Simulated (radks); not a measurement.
Values are calculated unless marked as measured or tabulated.
Q: All-electron atom: Cu2+ in [Ar] 3d9 (the NIST ground configuration). Code: a radial shooting solver on a logarithmic mesh with Libxc functionals. Model: Dirac Kohn-Sham, RPBE, spin-unpolarised, spherical densities, finite nucleus; open shells are shared between the two j in proportion to 2j + 1; Fermi nuclear charge, rms radius 3.8823 fm. Some entries of the table are withheld. Estimate them.

orbital,occ.,eigenvalue (eV),<r^2> (bohr^2),<1/r> (bohr^-1)
1s1/2,2,(1),0.003655,29.16
2s1/2,2,-1087.938,0.06517,6.361
2p1/2,2,-955.9247,(2),6.313
2p3/2,4,-935.4339,(3),6.173
3s1/2,2,-140.2765,0.5821,2.007
3p1/2,2,-99.2918,0.6430,1.874
3p3/2,4,-96.6951,0.6612,1.841
3d3/2,3.6,-29.6839,1.107,1.464
3d5/2,5.4,-29.3841,1.123,1.455
4s1/2,0,-22.2812,6.032,0.5637
4p1/2,0,-15.5246,8.714,0.4616
4p3/2,0,-15.3630,8.877,0.4567

A: 
(1) 1s1/2 eigenvalue (eV): -8875.407
(2) 2p1/2 <r^2> (bohr^2): 0.05122
(3) 2p3/2 <r^2> (bohr^2): 0.05276
